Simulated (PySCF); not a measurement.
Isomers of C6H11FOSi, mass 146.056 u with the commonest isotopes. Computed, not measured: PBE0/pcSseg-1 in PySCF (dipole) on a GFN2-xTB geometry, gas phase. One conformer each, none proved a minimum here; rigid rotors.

Problem. Order these by rotational constant C, smallest first.
A. `[F:1][C@@H:2]1[CH2:3][O:4][CH2:5][C@:6]12[CH2:7][C@H:8]2[SiH3:9]` with F1–C2–C3–O4 -137°, C2–C3–O4–C5 35°, C3–O4–C5–C6 -38°, O4–C5–C6–C7 169°
B. `[CH3:1][CH:2]([CH3:3])[SiH2:4]/[C:5]([F:6])=[CH:7]/[CH:8]=[O:9]` with C1–C2–Si4–C5 67°, C2–Si4–C5–F6 -86°, C5–C7–C8–O9 180°
C. `[F:1][CH2:2][CH2:3][SiH2:4][O:5][C@:6]12[CH2:7][C@H:8]1[CH2:9]2` with F1–C2–C3–Si4 57°, C2–C3–Si4–O5 173°, C3–Si4–O5–C6 177°, Si4–O5–C6–C7 42°
D. `[CH3:1]/[CH:2]=[C:3]1/[SiH2:4][C@@H:5]([CH2:6][OH:7])[C@H:8]1[F:9]` with Si4–C5–C6–O7 -60°, C5–C6–O7–H -61°, C2–C3–Si4–C5 169°, C3–Si4–C5–C6 -109°, Si4–C5–C8–F9 -131°, C2–C3–C8–C5 -168°
E. `[CH3:1][Si@@H:2]1[CH2:3][C@@:4]12[CH2:5][O:6][CH2:7][C@@H:8]2[F:9]` with C1–Si2–C3–C4 -104°, Si2–C3–C4–C5 -116°, C3–C4–C5–O6 -167°, C4–C5–O6–C7 40°

Solution. C (532.1 MHz), B (641.9 MHz), D (732.0 MHz), A (770.6 MHz), E (904.8 MHz).

Problem. Order these by radius of gyration √(Σ m r²/M), smallest first.
A. `[F:1][CH2:2][CH2:3][SiH2:4][O:5][C@:6]12[CH2:7][C@H:8]1[CH2:9]2` with F1–C2–C3–Si4 57°, C2–C3–Si4–O5 173°, C3–Si4–O5–C6 177°, Si4–O5–C6–C7 42°
B. `[CH3:1][CH:2]([CH3:3])[SiH2:4]/[C:5]([F:6])=[CH:7]/[CH:8]=[O:9]` with C1–C2–Si4–C5 67°, C2–Si4–C5–F6 -86°, C5–C7–C8–O9 180°
C. `[F:1][C@@H:2]1[CH2:3][O:4][CH2:5][C@:6]12[CH2:7][C@H:8]2[SiH3:9]` with F1–C2–C3–O4 -137°, C2–C3–O4–C5 35°, C3–O4–C5–C6 -38°, O4–C5–C6–C7 169°
D. `[CH3:1][C@@H:2]1[CH2:3][C@:4]12[CH2:5][O:6][CH2:7][Si@@H:8]2[F:9]` with C1–C2–C3–C4 -111°, C2–C3–C4–C5 110°, C3–C4–C5–O6 117°, C4–C5–O6–C7 47°
E. `[CH3:1]/[CH:2]=[C:3]1/[SiH2:4][C@@H:5]([CH2:6][OH:7])[C@H:8]1[F:9]` with Si4–C5–C6–O7 -60°, C5–C6–O7–H -61°, C2–C3–Si4–C5 169°, C3–Si4–C5–C6 -109°, Si4–C5–C8–F9 -131°, C2–C3–C8–C5 -168°
F. `[CH3:1][Si@@H:2]1[CH2:3][C@@:4]12[CH2:5][O:6][CH2:7][C@@H:8]2[F:9]` with C1–Si2–C3–C4 -104°, Si2–C3–C4–C5 -116°, C3–C4–C5–O6 -167°, C4–C5–O6–C7 40°

Solution. D (2.077 Å), F (2.105 Å), C (2.190 Å), E (2.232 Å), B (2.450 Å), A (2.611 Å).

Problem. Order these by rotational constant A, largest first.
A. `[F:1][CH2:2][CH2:3][SiH2:4][O:5][C@:6]12[CH2:7][C@H:8]1[CH2:9]2` with F1–C2–C3–Si4 57°, C2–C3–Si4–O5 173°, C3–Si4–O5–C6 177°, Si4–O5–C6–C7 42°
B. `[F:1][C@@H:2]1[CH2:3][O:4][CH2:5][C@:6]12[CH2:7][C@H:8]2[SiH3:9]` with F1–C2–C3–O4 -137°, C2–C3–O4–C5 35°, C3–O4–C5–C6 -38°, O4–C5–C6–C7 169°
C. `[CH3:1][C@@H:2]1[CH2:3][C@:4]12[CH2:5][O:6][CH2:7][Si@@H:8]2[F:9]` with C1–C2–C3–C4 -111°, C2–C3–C4–C5 110°, C3–C4–C5–O6 117°, C4–C5–O6–C7 47°
D. `[CH3:1][CH:2]([CH3:3])[SiH2:4]/[C:5]([F:6])=[CH:7]/[CH:8]=[O:9]` with C1–C2–Si4–C5 67°, C2–Si4–C5–F6 -86°, C5–C7–C8–O9 180°
E. `[CH3:1][Si@@H:2]1[CH2:3][C@@:4]12[CH2:5][O:6][CH2:7][C@@H:8]2[F:9]` with C1–Si2–C3–C4 -104°, Si2–C3–C4–C5 -116°, C3–C4–C5–O6 -167°, C4–C5–O6–C7 40°

Solution. A (4433 MHz), B (2330 MHz), D (2159 MHz), E (2070 MHz), C (1887 MHz).

```json
{"SMILES": "CC(C)[SiH2]/C(F)=C/C=O", "point group": "C1", "Ia (u·Å²)": "234.04", "Ib (u·Å²)": "731.39", "Ic (u·Å²)": "787.36", "κ": "-0.94", "μa (D)": "4.05", "μb (D)": "0.43", "μc (D)": "0.53"}
{"SMILES": "C[Si@@H]1C[C@@]12COC[C@@H]2F", "point group": "C1", "Ia (u·Å²)": "244.14", "Ib (u·Å²)": "492.01", "Ic (u·Å²)": "558.56", "κ": "-0.79", "μa (D)": "2.08", "μb (D)": "0.02", "μc (D)": "0.74"}
{"SMILES": "F[C@@H]1COC[C@]12C[C@H]2[SiH3]", "point group": "C1", "Ia (u·Å²)": "216.91", "Ib (u·Å²)": "528.69", "Ic (u·Å²)": "655.86", "κ": "-0.76", "μa (D)": "0.64", "μb (D)": "0.49", "μc (D)": "0.27"}
{"SMILES": "C/C=C1/[SiH2][C@@H](CO)[C@H]1F", "point group": "C1", "Ia (u·Å²)": "219.07", "Ib (u·Å²)": "545.69", "Ic (u·Å²)": "690.45", "κ": "-0.75", "μa (D)": "0.76", "μb (D)": "0.83", "μc (D)": "1.69"}
{"SMILES": "FCC[SiH2]O[C@]12C[C@H]1C2", "point group": "C1", "Ia (u·Å²)": "114.01", "Ib (u·Å²)": "927.16", "Ic (u·Å²)": "949.81", "κ": "-0.99", "μa (D)": "0.21", "μb (D)": "0.61", "μc (D)": "0.78"}
{"SMILES": "C[C@@H]1C[C@]12COC[Si@@H]2F", "point group": "C1", "Ia (u·Å²)": "267.83", "Ib (u·Å²)": "429.77", "Ic (u·Å²)": "562.39", "κ": "-0.44", "μa (D)": "1.00", "μb (D)": "0.13", "μc (D)": "0.48"}
```
